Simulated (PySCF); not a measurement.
C4H7BN2, SMILES CB1C=NCN=C1.

Coordinates come from a PBE-D3(BJ)/def2-SVP optimisation. The structure was generated by enumeration, and PubChem lists no compound with its InChIKey, so it may never have been made. One conformer was computed; it need not be the lowest.

Level of theory: PBE-D3(BJ)/def2-SVP in PySCF.

Harmonic, unscaled wavenumbers; measured fundamentals usually lie a few per cent lower.

| mode | ν (cm⁻¹) | IR (km/mol) | moving atoms (share of kinetic energy) |
|---|---|---|---|
| 1 | 49 | 0.8 | C 63 %, H 35 % |
| 2 | 70 | 1.4 | H 96 % |
| 3 | 251 | 0.5 | C 45 %, H 36 %, B 11 % |
| 4 | 310 | 15.6 | H 42 %, B 28 %, N 25 % |
| 5 | 323 | 0.0 | N 48 %, C 41 %, H 11 % |
| 6 | 445 | 14.2 | H 53 %, C 27 %, B 11 %, N 9 % |
| 7 | 477 | 2.5 | C 46 %, H 26 %, B 17 %, N 11 % |
| 8 | 521 | 13.7 | N 54 %, C 35 % |
| 9 | 671 | 10.3 | C 44 %, N 34 %, H 20 % |
| 10 | 702 | 16.4 | H 55 %, C 27 %, N 11 % |
| 11 | 808 | 0.9 | H 69 %, C 29 % |
| 12 | 867 | 10.0 | N 47 %, C 33 %, H 19 % |
| 13 | 888 | 7.9 | C 38 %, H 25 %, B 24 %, N 12 % |
| 14 | 908 | 0.0 | H 81 %, C 19 % |
| 15 | 945 | 0.7 | C 83 % |
| 16 | 975 | 14.5 | H 59 %, C 31 % |
| 17 | 1013 | 37.6 | C 51 %, H 29 %, N 19 % |
| 18 | 1130 | 65.0 | B 50 %, H 42 % |
| 19 | 1191 | 1.9 | B 49 %, H 33 %, C 18 % |
| 20 | 1196 | 0.0 | H 94 % |
| 21 | 1255 | 7.7 | H 67 %, C 24 % |
| 22 | 1265 | 120.4 | H 86 %, C 11 % |
| 23 | 1268 | 17.3 | H 70 %, C 21 % |
| 24 | 1335 | 2.1 | H 64 %, C 19 %, N 14 % |
| 25 | 1362 | 71.5 | H 64 %, N 13 %, B 12 %, C 11 % |
| 26 | 1364 | 4.9 | H 90 % |
| 27 | 1391 | 6.4 | H 89 %, C 8 % |
| 28 | 1586 | 13.7 | C 52 %, N 45 % |
| 29 | 1600 | 18.9 | C 54 %, N 41 % |
| 30 | 2925 | 0.2 | H 94 % |
| 31 | 2940 | 1.0 | H 96 % |
| 32 | 2943 | 0.0 | H 91 %, C 9 % |
| 33 | 2969 | 94.6 | H 92 %, C 8 % |
| 34 | 2973 | 20.3 | H 92 %, C 8 % |
| 35 | 3020 | 16.6 | H 92 % |
| 36 | 3067 | 9.2 | H 91 %, C 9 % |
